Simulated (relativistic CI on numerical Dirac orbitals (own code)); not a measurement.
**Ta3+: computed level list**

Computed by Dirac-Coulomb-Breit CI, KLI orbitals optimised for each configuration, a model potential for QED, valence Slater integrals scaled by 0.85, P86 correlation energy added to each configuration (own radial code, finite nucleus).

CI space (outside the closed core [Kr] 4d10 5s2): 4f¹⁴5p⁶5d², 4f¹⁴5p⁶5d6s, 4f¹⁴5p⁶6s², 4f¹⁴5p⁶5d6p, 4f¹⁴5p⁶5d5f, 4f¹⁴5p⁶6s6p, 4f¹⁴5p⁶5d5g, 4f¹⁴5p⁶5d6d, 4f¹⁴5p⁶5d7s, 4f¹⁴5p⁶5f², 4f¹⁴5p⁶5d7p, 4f¹⁴5p⁶6p², 4f¹⁴5p⁵5d³, 4f¹⁴5p⁶5d8s, 4f¹⁴5p⁶5d7d, 4f¹⁴5p⁶6s7s, 4f¹³5p⁶5d³, 4f¹⁴5p⁶5d6f, 4f¹⁴5p⁶5d8p, 4f¹⁴5p⁶5f6s, 4f¹⁴5p⁶5g², 4f¹³5p⁶5d²6s, 4f¹⁴5p⁶5g6s, 4f¹⁴5p⁶6p7s, 4f¹⁴5p⁶5f6p, 4f¹⁴5p⁵5d²5f, 4f¹³5p⁶5d²6p, 4f¹⁴5p⁵5d²5g, 4f¹⁴5p⁶5f5g. Double excitations out of closed p, d and f shells are left out; levels of such configurations are missing from the list, as are those of other unlisted configurations, and high levels can miss mixing partners. These lack a partner that the ground configuration has and come out too high: 4f¹³5p⁶5d²6s, 4f¹⁴5p⁵5d²5f, 4f¹³5p⁶5d²6p, 4f¹⁴5p⁵5d²5g.

The lowest level is 4f¹⁴5p⁶5d² ³F2, with 92 % of that term; Hund's rules for 4f¹⁴5p⁶5d² give ³F with J = 2, in agreement.

| No. | Configuration | Term | J | E (cm⁻¹) | % | Next component (%) | jj configuration (%) |
| --- | --- | --- | --- | --- | --- | --- | --- |
| 1 | 4f¹⁴5p⁶5d² | ³F | 2 | 0.0 | 92 | 7 ¹D | 5d3/2^2 (88) |
| 2 | 4f¹⁴5p⁶5d² | ³F | 3 | 3859.3 | 100 |  | 5d3/2 5d5/2 (100) |
| 3 | 4f¹⁴5p⁶5d² | ³F | 4 | 7475.8 | 95 | 4 ¹G | 5d5/2^2 (61) |
| 4 | 4f¹⁴5p⁶5d² | ¹D | 2 | 10374.6 | 66 | 24 ³P | 5d3/2 5d5/2 (76) |
| 5 | 4f¹⁴5p⁶5d² | ³P | 0 | 11165.3 | 95 | 4 ¹S | 5d3/2^2 (79) |
| 6 | 4f¹⁴5p⁶5d² | ³P | 1 | 13158.2 | 100 |  | 5d3/2 5d5/2 (100) |
| 7 | 4f¹⁴5p⁶5d² | ³P | 2 | 16693.1 | 76 | 21 ¹D | 5d5/2^2 (86) |
| 8 | 4f¹⁴5p⁶5d² | ¹G | 4 | 17432.2 | 95 | 4 ³F | 5d3/2 5d5/2 (61) |
| 9 | 4f¹⁴5p⁶5d6s | ³D | 1 | 32563.1 | 100 |  | 5d3/2 6s (100) |
| 10 | 4f¹⁴5p⁶5d6s | ³D | 2 | 34028.1 | 93 | 6 ¹D | 5d3/2 6s (81) |
| 11 | 4f¹⁴5p⁶5d² | ¹S | 0 | 34403.6 | 91 | 4 ³P | 5d5/2^2 (76) |
| 12 | 4f¹⁴5p⁶5d6s | ³D | 3 | 37946.3 | 100 |  | 5d5/2 6s (100) |
| 13 | 4f¹⁴5p⁶5d6s | ¹D | 2 | 45030.6 | 88 | 6 ³D | 5d5/2 6s (78) |
| 14 | 4f¹⁴5p⁶6s² | ¹S | 0 | 75659.2 | 94 | 3 4f¹⁴5p⁶5d² ¹S | closed (94) |
| 15 | 4f¹⁴5p⁶5d6p | ³F° | 2 | 81601.1 | 68 | 27 ¹D° | 5d3/2 6p1/2 (99) |
| 16 | 4f¹⁴5p⁶5d6p | ³D° | 1 | 84880.4 | 73 | 16 ¹P° | 5d3/2 6p1/2 (92) |
| 17 | 4f¹⁴5p⁶5d6p | ³D° | 2 | 89161.7 | 44 | 26 ¹D° | 5d5/2 6p1/2 (92) |
| 18 | 4f¹⁴5p⁶5d6p | ³F° | 3 | 89230.9 | 77 | 18 ³D° | 5d5/2 6p1/2 (83) |
| 19 | 4f¹⁴5p⁶5d6p | ³D° | 2 | 91896.9 | 46 | 28 ¹D° | 5d3/2 6p3/2 (95) |
| 20 | 4f¹⁴5p⁶5d6p | ³D° | 3 | 94814.0 | 58 | 23 ³F° | 5d3/2 6p3/2 (66) |
| 21 | 4f¹⁴5p⁶5d6p | ³P° | 1 | 95241.9 | 59 | 22 ³D° | 5d3/2 6p3/2 (92) |
| 22 | 4f¹⁴5p⁶5d6p | ³P° | 0 | 96380.5 | 96 | 3 4f¹⁴5p⁶6s6p ³P° | 5d3/2 6p3/2 (96) |
| 23 | 4f¹⁴5p⁶5d6p | ³F° | 4 | 98089.7 | 100 |  | 5d5/2 6p3/2 (100) |
| 24 | 4f¹⁴5p⁶5d6p | ³P° | 2 | 99864.3 | 73 | 19 ¹D° | 5d5/2 6p3/2 (88) |
| 25 | 4f¹⁴5p⁶5d6p | ¹F° | 3 | 101747.1 | 75 | 23 ³D° | 5d5/2 6p3/2 (73) |
| 26 | 4f¹⁴5p⁶5d6p | ¹P° | 1 | 103224.4 | 60 | 30 ³P° | 5d5/2 6p3/2 (93) |
| 27 | 4f¹⁴5p⁶6s6p | ³P° | 0 | 116361.4 | 96 | 3 4f¹⁴5p⁶5d6p ³P° | 6s 6p1/2 (96) |
| 28 | 4f¹⁴5p⁶6s6p | ³P° | 1 | 119468.8 | 95 | 2 ¹P° | 6s 6p1/2 (76) |
| 29 | 4f¹⁴5p⁶6s6p | ³P° | 2 | 127536.7 | 99 | 1 4f¹⁴5p⁶5d6p ³P° | 6s 6p3/2 (99) |
| 30 | 4f¹⁴5p⁶6s6p | ¹P° | 1 | 149161.4 | 85 | 5 4f¹⁴5p⁶5d5f ¹P° | 6s 6p3/2 (71) |

Energies count from the lowest computed level; ° marks odd parity. Filled j subshells are mostly left out of the jj labels.

The mean weight of the leading LS term, summed over parents, in these 30 levels is 83 %, and that of the leading jj configuration (from the same eigenvectors) 86 %.

Correlation outside the listed configurations is missing or only estimated: errors of thousands of cm⁻¹ between configurations and terms are usual at this charge. Rates and lifetimes follow the computed energies and can be off by large factors. The fine structure of a lone outer electron comes out too small, for d and f at times inverted, and misplaced configurations move strength between like terms.

Landé's interval rule says that E(J) − E(J−1) = AJ with one A. For the ground term the intervals give A = 1286.4, 904.1 cm⁻¹ for J = 3, 4; the multiplet is regular.

LS names give the leading component of a level, which can be under half, so a name can repeat, a term be missing and a line seem to break the LS rules.
